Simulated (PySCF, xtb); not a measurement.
Zn(Br)(SeH) (BrHSeZn), SMILES [Zn]([Br])[SeH].

xtb with GFN2-xTB at its own geometry gives an orbital gap of 3.16 eV and a dipole moment of 4.31 D.

Geometry: B3LYP-D3(BJ)/def2-SVP. The structure was generated by enumeration; whether it is a known compound was not checked. The values are those of a single conformer.

Problem. What does B3LYP/def2-TZVPD in PySCF give? (The exact figures need the calculation; the answer reports its results.)

Solution. gap 5.22 eV (levels -7.14 and -1.92 eV), dipole 1.14 D.
